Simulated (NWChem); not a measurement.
System: CH₅CuO₂; SMILES C[O][Cu]<-[OH2]

NWChem input:

```
start job
memory heap 200 mb stack 900 mb global 1100 mb
geometry units angstroms noautosym nocenter noautoz
  Cu     0.100284    -0.311817     0.000000
  O      0.512356     1.417827     0.000000
  C     -0.421535     2.424096     0.000000
  H     -1.097814     2.436045     0.888524
  H      0.080406     3.417752     0.000000
  H     -1.097814     2.436045    -0.888524
  O     -0.172055    -2.234531     0.000000
  H      0.191351    -2.687548     0.771784
  H      0.191351    -2.687548    -0.771784
end
basis spherical
  Cu library 6-31g*
  O library 6-31g*
  C library 6-31g*
  H library 6-31g*
end
dft
  xc xpbe96 cpbe96
  iterations 150
end
property
  efieldgrad
end
task dft property
```

Output (shortened):

```
             Northwest Computational Chemistry Package (NWChem) 7.3.0
             --------------------------------------------------------

                             Geometry "geometry" -> ""
                             -------------------------

 Output coordinates in angstroms (scale by  1.889725989 to convert to a.u.)

  No.       Tag          Charge          X              Y              Z
 ---- ---------------- ---------- -------------- -------------- --------------
    1 Cu                  29.0000     0.10028400    -0.31181700     0.00000000
    2 O                    8.0000     0.51235600     1.41782700     0.00000000
    3 C                    6.0000    -0.42153500     2.42409600     0.00000000
    4 H                    1.0000    -1.09781400     2.43604500     0.88852400
    5 H                    1.0000     0.08040600     3.41775200     0.00000000
    6 H                    1.0000    -1.09781400     2.43604500    -0.88852400
    7 O                    8.0000    -0.17205500    -2.23453100     0.00000000
    8 H                    1.0000     0.19135100    -2.68754800     0.77178400
    9 H                    1.0000     0.19135100    -2.68754800    -0.77178400

 Effective nuclear repulsion energy (a.u.)     255.5369597384

  pbe96 is a nonlocal functional; adding pw91lda local functional.
                              NWChem Property Module
                              ----------------------

  itol2e modified to match energy
  convergence criterion.

                                 NWChem DFT Module
                                 -----------------

 Summary of "ao basis" -> "ao basis" (spherical)
 ------------------------------------------------------------------------------
       Tag                 Description            Shells   Functions and Types
 ---------------- ------------------------------  ------  ---------------------
 Cu                          6-31g*                 12       34   5s4p2d1f
 O                           6-31g*                  6       14   3s2p1d
 C                           6-31g*                  6       14   3s2p1d
 H                           6-31g*                  2        2   2s

  itol2e modified to match energy
  convergence criterion.

[...]

          -----------------------
          Electric field gradient
          -----------------------

 1 a.u. = 0.324123 10**(16) esu/cm**3  ( or statvolts/cm**2 ) = 0.97174 10**(22) v/m**2

 ------------------------------------------------------------
   Atom      X         Y         Z
 ------------------------------------------------------------
    1 Cu   0.18951  -0.58925   0.00000
 ------------------------------------------------------------

 Electric field gradient in molecular frame (a.u.)
         XX             YY             ZZ             XY             XZ             YZ
 ------------------------------------------------------------------------------------------
        0.749461      -1.707121       0.957660      -0.405949       0.000000       0.000000

 Principal components (a.u.) and orientation
 of principal axis w.r.t. absolute frame                      Asymmetry parameter eta
 --------------------------------------------------------------------------------------
       -1.772466       0.957660       0.814806                       0.080597

        0.158922       0.000000       0.987291
        0.987291      -0.000000      -0.158922
       -0.000000       1.000000      -0.000000

 ------------------------------------------------------------
   Atom      X         Y         Z
 ------------------------------------------------------------
    2 O    0.96821   2.67930   0.00000
 ------------------------------------------------------------

 Electric field gradient in molecular frame (a.u.)
         XX             YY             ZZ             XY             XZ             YZ
 ------------------------------------------------------------------------------------------
       -0.161476      -1.004023       1.165498       0.785517       0.000000      -0.000000

 Principal components (a.u.) and orientation
 of principal axis w.r.t. absolute frame                      Asymmetry parameter eta
 --------------------------------------------------------------------------------------
       -1.474101       1.165498       0.308602                       0.581301

       -0.513506      -0.000000       0.858086
        0.858086      -0.000000       0.513506
        0.000000       1.000000       0.000000

 ------------------------------------------------------------
   Atom      X         Y         Z
 ------------------------------------------------------------
    3 C   -0.79659   4.58088   0.00000
 ------------------------------------------------------------

 Electric field gradient in molecular frame (a.u.)
         XX             YY             ZZ             XY             XZ             YZ
 ------------------------------------------------------------------------------------------
       -0.030452      -0.073680       0.104132       0.165663      -0.000000       0.000000

 Principal components (a.u.) and orientation
 of principal axis w.r.t. absolute frame                      Asymmetry parameter eta
 --------------------------------------------------------------------------------------
       -0.219133       0.115002       0.104132                       0.049605

       -0.659783       0.751456       0.000000
        0.751456       0.659783       0.000000
       -0.000000      -0.000000       1.000000

 ------------------------------------------------------------
   Atom      X         Y         Z
 ------------------------------------------------------------
    4 H   -2.07457   4.60346   1.67907
 ------------------------------------------------------------

[...]
```

Level: PBE/6-31G* (spherical d). All runs use the structure optimised with PBE0/def2-SVP. No frequency run checked for a minimum. NWChem prints the field gradient with the sign opposite to the second derivative of the potential.
